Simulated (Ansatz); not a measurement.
BeCl₂⁻, relaxed as a doublet with UKS PBE-D4/def2-TZVPD in Ansatz, starting from the GFN1-xTB geometry. Force threshold 0.02 eV/Å.

The highest occupied level of the charge -1 doublet lies above zero (up to 1.27 eV). By energy differences its removal costs 1.32 eV (vertical, to the charge 0 singlet, at PBE-D4/def2-TZVPD); a positive level beside a positive removal energy at the same level points to self-interaction error. The relaxation made no stability test and no search for a lower SCF solution. The structure comes from a short search, and lower isomers may exist.

Start:

```xyz
3

Be   -0.742   -0.091    0.269
Cl    0.961   -0.727    1.228
Cl   -0.220    0.818   -1.497
```

Problem. Estimate the energy that the relaxation releases and the steps that it takes.

Solution. 0.16 eV, in 4 steps; 2.6 s on 4 threads of Arm Neoverse V1 on a shared host. No frequencies were taken in this run, so the end may be a saddle point.

Problem. Does the start keep its bonding and symmetry?

Solution. By distances, no bond broke or formed. The bond that changes most is Be1–Cl2, from 2.06 to 1.94 Å (atoms count from 1). Point group C2v at the start, C2v at the end, both within 0.05 Å.

Problem. Predict the relaxed structure.

Solution. 
| atom | x (Å) | y (Å) | z (Å) |
| --- | --- | --- | --- |
| Be1 | -0.5812 | -0.0716 | 0.2111 |
| Cl2 | 0.8893 | -0.7474 | 1.2768 |
| Cl3 | -0.3081 | 0.8190 | -1.4880 |
Bond lengths: 2 × Be–Cl 1.94 Å.
